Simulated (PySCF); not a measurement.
Distances in Å between the heavy atoms of a computed structure (PBE0-D3(BJ)/def2-SVP; lower triangle, same order across):
```
C1    0.00
C2    1.34  0.00
C3    2.49  1.50  0.00
C4    2.49  1.51  2.56  0.00
B5    3.33  2.48  3.22  1.56  0.00
F6    4.11  3.09  3.22  2.52  1.32  0.00
F7    3.90  3.42  4.39  2.53  1.32  2.24  0.00
```

Hydrogens: 2 on C1, 3 on C3, 2 on C4.

Charge 0, singlet.

Q: Which heavy atoms are bonded, and with what formal order?

A: C1–C2 (double); C2–C3 (single); C2–C4 (single); C4–B5 (single); B5–F6 (single); B5–F7 (single).

Q: Give the structure as a SMILES string.

A: `C=C(C)CB(F)F`, C4H7BF2. Among its features: C=C double bond and three-coordinate boron.

Q: Describe the place of each heavy atom.

A: C1: terminal =CH2 carbon; C2: fully substituted alkene carbon; C3: allylic carbon; C4: sp3 carbon bound to boron; B5: three-coordinate boron; F6/F7: boron-bound fluorine.

The values belong to the conformer `[CH2:1]=[C:2]([CH3:3])[CH2:4][B:5]([F:6])[F:7]`: C1–C2–C4–B5 -97°, C2–C4–B5–F6 -69°.
